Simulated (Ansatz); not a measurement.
Program: Ansatz. Geometries: PBE0-D4/def2-TZVP. ΔE: electronic, gas phase. CCSD(T)/CBS is the MP2 limit (def2-TZVPP, def2-QZVPP) plus CCSD(T) − MP2 in def2-TZVPP, frozen cores. This one scheme is used for every species. Functionals use def2-TZVPP. B3LYP here is the variant with VWN-RPA as its local correlation; programs differ in this. HSE06 is defined as in plane-wave codes. For Ge outer-core shells are correlated without core-valence functions, which leaves a few kJ/mol of doubt a bond. Scalar relativity is left out up to krypton.

Consider the hydrogenolysis of the Al–C bond: `[CH3][AlH][GeH3]` + H₂ → `[AlH2][GeH3]` + CH₄.

`[CH3][AlH][GeH3]`:

Cartesian coordinates in Å:
```
C -0.676 -1.683 0.692
Al 0.516 -0.611 -0.419
Ge 0.357 1.866 -0.414
H -1.719 -1.522 0.397
H -0.471 -2.754 0.633
H -0.609 -1.379 1.742
H 1.608 -1.293 -1.354
H 1.684 2.530 0.012
H -0.730 2.422 0.529
H 0.041 2.424 -1.819
```

H₂:

Cartesian coordinates in Å:
```
H 0.039 -0.133 0.346
H -0.039 0.133 -0.346
```

`[AlH2][GeH3]`:

Cartesian coordinates in Å:
```
Al 1.337 -0.525 -0.027
Ge -0.960 0.403 0.012
H 2.226 -0.516 1.288
H 1.924 -1.157 -1.360
H -1.421 0.940 -1.357
H -1.973 -0.691 0.412
H -1.134 1.545 1.032
```

CH₄:

```xyz
5

C     0.000    0.000    0.000
H    -0.391    1.017    0.016
H     1.058    0.022   -0.261
H    -0.544   -0.587   -0.739
H    -0.122   -0.452    0.984
```

| level | ΔE (kJ/mol) | difference from CCSD(T)/CBS |
| --- | --- | --- |
| LDA (SPW92) | -18.9 | 2.7 |
| PBE-D4 | -19.1 | 2.5 |
| revPBE-D4 | -17.8 | 3.8 |
| BLYP-D4 | -21.8 | -0.2 |
| r2SCAN-D4 | -19.7 | 1.9 |
| B97M-V | -35.6 | -14.0 |
| PBE0-D4 | -23.3 | -1.7 |
| B3LYP-D4 | -25.3 | -3.7 |
| r2SCAN0-D4 | -23.0 | -1.4 |
| HSE06-D4 | -23.2 | -1.6 |
| BHLYP-D4 | -30.6 | -9.0 |
| CAM-B3LYP-D4 | -28.2 | -6.6 |
| ωB97X-V | -26.3 | -4.7 |
| ωB97M-V | -22.6 | -1.0 |
| B2PLYP | -27.4 | -5.8 |
| PBE-QIDH | -24.9 | -3.3 |
| revPBE | -25.0 | -3.4 |
| BLYP | -29.1 | -7.5 |
| r2SCAN | -20.8 | 0.8 |
| PBE0 | -26.6 | -5.0 |
| B3LYP | -31.2 | -9.6 |
| r2SCAN0 | -24.3 | -2.7 |
| HSE06 | -26.4 | -4.8 |
| BHLYP | -35.9 | -14.3 |
| CAM-B3LYP | -31.7 | -10.1 |
| RPA@PBE/def2-TZVPP | -27.2 | -5.6 |
| HF/def2-SVP | -54.8 | -33.2 |
| MP2/def2-SVP | -31.4 | -9.8 |
| CCSD/def2-SVP | -39.9 | -18.3 |
| CCSD(T)/def2-SVP | -37.1 | -15.5 |
| HF/def2-TZVPP | -48.4 | -26.8 |
| MP2/def2-TZVPP | -19.2 | 2.4 |
| SCS-MP2/def2-TZVPP | -25.9 | -4.3 |
| CCSD/def2-TZVPP | -29.0 | -7.4 |
| CCSD(T)/def2-TZVPP | -24.7 | -3.1 |
| HF/def2-QZVPP | -48.2 | -26.6 |
| MP2/def2-QZVPP | -17.4 | 4.2 |
| HF/CBS(def2) | -48.2 | -26.6 |
| MP2/CBS(def2) | -16.1 | 5.5 |
| CCSD/CBS(def2) | -25.9 | -4.3 |
| CCSD(T)/CBS | -21.6 | 0 |

Largest T1 diagnostic among the species: 0.012.

From r2SCAN to r2SCAN0 (25 % exact exchange), in def2-TZVPP and without D4, ΔE moves by −3.5 kJ/mol. At CCSD(T), def2-SVP lies −15.5 kJ/mol from the extrapolated value and def2-TZVPP −3.1 kJ/mol.
